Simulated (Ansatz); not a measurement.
Geometry optimisation, RKS PBE0/def2-SVP (Ansatz 0.2.0).

Input file:

```yaml
crystal:
  periodic: [false, false, false]
  atoms:
    - { symbol: Al, position_ang: [0.0, 0.0, 0.0] }
    - { symbol: F, position_ang: [0.0, 0.0, 2.04] }
    - { symbol: O, position_ang: [1.5415, 0.0, -0.89] }
    - { symbol: H, position_ang: [1.8414, -0.9519, -1.0449] }
    - { symbol: O, position_ang: [-1.5415, 0.0, -0.89] }
    - { symbol: H, position_ang: [-2.0512, -0.8467, -0.6815] }
    - { symbol: P, position_ang: [0.1156, 2.4456, 0.8135] }
    - { symbol: H, position_ang: [0.6761, 2.4854, 2.1176] }
    - { symbol: H, position_ang: [0.927, 3.2022, -0.0729] }
    - { symbol: H, position_ang: [0.0566, 1.1978, 1.9406] }
basis:
  gaussian: { orbitals: def2-SVP }
hamiltonian:
  xc: pbe0
relax:
  f_tol: 0.15
  max_steps: 25
  restrain:
    - { distance: [0, 6], at: 3.48, k: 30.0 }
    - { distance: [9, 1], at: 2.12, k: 30.0 }
    - { distance: [0, 1], at: 1.69, k: 30.0 }
    - { distance: [9, 6], at: 1.42, k: 30.0 }
output:
  orbitals: {}
```

Run as:

```bash
$ ansatz run input.yaml --threads 2 --pin off --max-ram 3072MiB --backend cpu --events-out ev --progress --plain --runs-dir out
```

Problem. Where does it end, and by what steps?

Solution. The run converged. The restraints hold the end off the free minimum. After 10 steps the energy has fallen by 3.511 eV (the restraints' own energy left out); H4 moved furthest, 0.86 Å. Parted: Al1–P7 (2.58 → 3.48 Å).

| step | energy less start (eV) | largest force component (eV/Å) | accepted |
| --- | --- | --- | --- |
| 0 | 0.0000 | 3.205 | yes |
| 1 | 0.1161 | 3.381 | yes |
| 2 | -0.5840 | 2.655 | yes |
| 3 | -1.7308 | 2.033 | yes |
| 4 | -2.7444 | 1.204 | yes |
| 5 | -3.1992 | 0.956 | yes |
| 6 | -3.3359 | 0.463 | yes |
| 7 | -3.4113 | 0.363 | yes |
| 8 | -3.4536 | 0.377 | yes |
| 9 | -3.4971 | 0.311 | yes |
| 10 | -3.5110 | 0.303 | yes |

```xyz
10
Properties=species:S:1:pos:R:3
Al -0.023 -0.358 -0.103
F -0.018 -0.663 1.550
O 1.429 -0.222 -0.961
H 2.282 -0.395 -0.554
O -1.484 -0.267 -0.943
H -2.345 -0.338 -0.526
P -0.005 2.838 1.270
H 1.241 2.933 1.961
H 0.639 2.545 0.023
H -0.151 1.460 1.616
```

Time of the run: 34 s on 2 threads of Arm Neoverse V1, on a shared host, peak memory 0.22 GiB.
